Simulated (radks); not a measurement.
Fractional charge and spin in the 5d shell of platinum: the spin-up occupation runs from 4 to 5 and the spin-down occupation from 4 to 5; the fullest corner is Pt, [Xe] 4f14 5d(up 5, down 5). Method: scalar-relativistic Kohn-Sham, LDA (Slater exchange, Perdew-Wang correlation), spin-polarised, spherical densities, finite nucleus; Fermi nuclear charge, rms radius of each element as measured or else 0.836 A^(1/3) + 0.57 fm; computed with a radial shooting solver on a logarithmic mesh with Libxc functionals. Energy (eV) above the fullest corner. The planes named below are the two flat planes that join the four corners, with an edge along up + down = one added electron.

down \ up       4    4.25     4.5    4.75      5
4          29.749  23.578  18.135  13.402  9.354
4.25       23.578  18.171  13.471   9.455  6.100
4.5        18.135  13.471   9.489   6.166  3.476
4.75       13.402   9.455   6.166   3.508  1.453
5           9.354   6.100   3.476   1.453  0.000

Corners above the fullest one (they belong to Pt+ and the next ion): (up 5, down 4) 9.354 eV, (up 4, down 5) 9.354 eV, (up 4, down 4) 29.749 eV. With half an added electron in each spin the energy lies 0.135 eV from the planes, and with half an added electron in spin up alone -1.416 eV. The planes are only a guide here: the flat-plane condition holds for ground states with one frontier orbital, while this shell is degenerate and averaged over m.
